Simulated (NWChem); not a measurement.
Molecule: TaNHCl2F; SMILES [NH]=[Ta]([F])([Cl])[Cl]

All runs: NWChem. Geometry: optimised at PBE0/def2-SVP. def2 effective core potentials on Ta; no spin-orbit coupling. Level B3LYP/def2-SVP: energy and gradient on several grids; changes count from the extra-fine grid, which is no exact limit either.

Problem. Which is the coarsest grid (fine; coarse; xcoarse; medium; xfine) from which on the energy stays within 50 μHa and each gradient component within 100 μHa/bohr of xfine?

Solution. medium.
```tsv
grid	size of the energy change (μHa)	largest change of a gradient component (μHa/bohr)
xcoarse	1000	5000
coarse	30	400
medium	< 10	30
fine	< 10	< 30
xfine	< 10	< 30
```
